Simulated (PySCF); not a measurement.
Species: Si(vinyl)3(NHEt), C8H15NSi.
Bonds: Si1–C2, Si1–C7, Si1–C12, Si1–N17, C2–C3, C7–C8, C12–C13, N17–C18, C18–C19. Hydrogens: H4 on C2; H5, H6 on C3; H9 on C7; H10, H11 on C8; H14 on C12; H15, H16 on C13; H20 on N17; H21, H22 on C18; H23, H24, H25 on C19.

Computed, not measured: PBE0-D3(BJ)/def2-SVP geometry optimisation, gas phase in PySCF.

Task: List the bond lengths, angles and torsions at this level.

Result: 
```tsv
bond	length (Å)
Si1–C2, Si1–C7, Si1–C12	1.875
Si1–N17	1.740
C2–C3, C7–C8, C12–C13	1.338
C2–H4, C7–H9, C12–H14	1.099
C3–H5, C8–H10, C13–H15	1.096
C3–H6	1.096
C8–H11	1.096
C13–H16	1.096
N17–C18	1.447
N17–H20	1.016
C18–C19	1.523
C18–H21, C18–H22	1.104
C19–H23, C19–H24, C19–H25	1.102
```

Bonds in one row agree within 0.01 Å and their mean is given. A selection of angles:
```tsv
angle	degrees
C2–Si1–C7	108.5
C2–Si1–C12	109.0
C2–Si1–N17	114.4
C7–Si1–C12	111.4
C7–Si1–N17	106.8
Si1–C2–C3	124.5
Si1–C7–C8	124.3
Si1–N17–C18	125.0
N17–C18–C19	114.7
H20–N17–Si1	115.7
H20–N17–C18	112.8
```

Dihedral angles: C7–Si1–C2–C3 132° (anticlinal); C2–Si1–C7–C8 -8° (synperiplanar); C2–Si1–C12–C13 -140° (anticlinal); C2–Si1–N17–C18 -80° (synclinal); Si1–N17–C18–C19 87° (synclinal). The mirror-image conformer, all signs reversed, is as good.

Si1 (silicon bonded to 3 C and N) is distorted tetrahedral (angles from 106.7° to 114.4°). N17 (nitrogen bonded to C, Si and H) has angles 125.0°, 115.7° and 112.8°, sum 353.6°, 0.20 Å off the plane of its three neighbours. Of the pairs four or more bonds apart, C7···H22 is among the closest relative to their van der Waals radii: 2.72 Å, 94 % of the sum of Bondi's values. The C–C distances run from 1.338 Å (C12–C13) to 1.523 Å (C18–C19), a spread of 0.185 Å.

Point group: C1 (no symmetry element, even within 0.4 Å). Not checked by PBE0-D3(BJ)/def2-SVP frequencies. One conformer, not necessarily the lowest (C7–Si1–C2–C3 132°, C2–Si1–C7–C8 -8°, C2–Si1–C12–C13 -140°, C2–Si1–N17–C18 -80°, Si1–C2–C3–H -2° and 177°).
